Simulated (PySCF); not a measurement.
C₂H₂O.

```xyz
5

C      0.0000    -0.6299    -0.4571
C      0.0000     0.6299    -0.4571
O      0.0000     0.0000     0.8827
H      0.0000    -1.6489    -0.7880
H      0.0000     1.6489    -0.7880
```

Coordinates come from a PBE0-D3(BJ)/def2-TZVP optimisation.

Computed with PBE0/pcSseg-2 in PySCF. Non-relativistic, no solvent.

Question: Give the absolute GIAO shielding of each atom: isotropic value and principal components (ppm). (An estimate is asked for; the answer gives what the named calculation found.)

Answer: 
```json
[
 {"atom": "C1", "σ(iso)": "57.8", "σ11": "-49.4", "σ22": "103.0", "σ33": "119.9", "span": "169.2"},
 {"atom": "C2", "σ(iso)": "57.8", "σ11": "-49.4", "σ22": "103.0", "σ33": "119.9", "span": "169.2"},
 {"atom": "O3", "σ(iso)": "366.9", "σ11": "95.8", "σ22": "491.0", "σ33": "513.9", "span": "418.2"},
 {"atom": "H4", "σ(iso)": "24.1", "σ11": "21.1", "σ22": "24.7", "σ33": "26.5", "span": "5.4"},
 {"atom": "H5", "σ(iso)": "24.1", "σ11": "21.1", "σ22": "24.7", "σ33": "26.5", "span": "5.4"}
]
```
